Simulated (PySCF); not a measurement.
Geometry:
| atom | x (Å) | y (Å) | z (Å) |
| --- | --- | --- | --- |
| B1 | -0.603 | -1.148 | 0.344 |
| Cl2 | 0.284 | -2.696 | 0.546 |
| Cl3 | -2.377 | -1.173 | 0.630 |
| S4 | 0.276 | 0.286 | 1.425 |
| B5 | 0.621 | 1.135 | -0.352 |
| Cl6 | 2.389 | 1.222 | -0.654 |
| Cl7 | -0.321 | 2.650 | -0.540 |
| S8 | -0.218 | -0.323 | -1.433 |
| H9 | -0.844 | 0.978 | 1.733 |
| H10 | 0.917 | -1.008 | -1.694 |

[PySCF: σ from GIAO-KT2/pcSseg-1; coordinates at the PBE0-D3(BJ)/def2-SVP level; relativity neglected; rapidly exchanging positions averaged; single conformer; isolated molecule]

Referencing at the same level of theory: ¹H (σ = 31.18 ppm) vs TMS; BF3·OEt2 for ¹¹B (σ = 99.90 ppm); ³⁵Cl (σ = 942.74 ppm) against HCl; CS2 for ³³S (σ = 518.69 ppm).

```
          atoms  nucleus  count  δ (ppm)
         H9/H10       ¹H      2     4.49
          B1/B5      ¹¹B      2        ?
Cl2/Cl3/Cl6/Cl7     ³⁵Cl      4        ?
          S4/S8      ³³S      2       95
```

**Question.** Complete the table.

**Answer.** 
- B1/B5: -0.3 ppm, boron bonded to 2 Cl, 2 S
- Cl2/Cl3/Cl6/Cl7: 197 ppm, chlorine bonded to B

Exchangeable OH/NH protons stand at their gas-phase positions; hydrogen bonding in a real sample shifts them, mostly to higher δ.
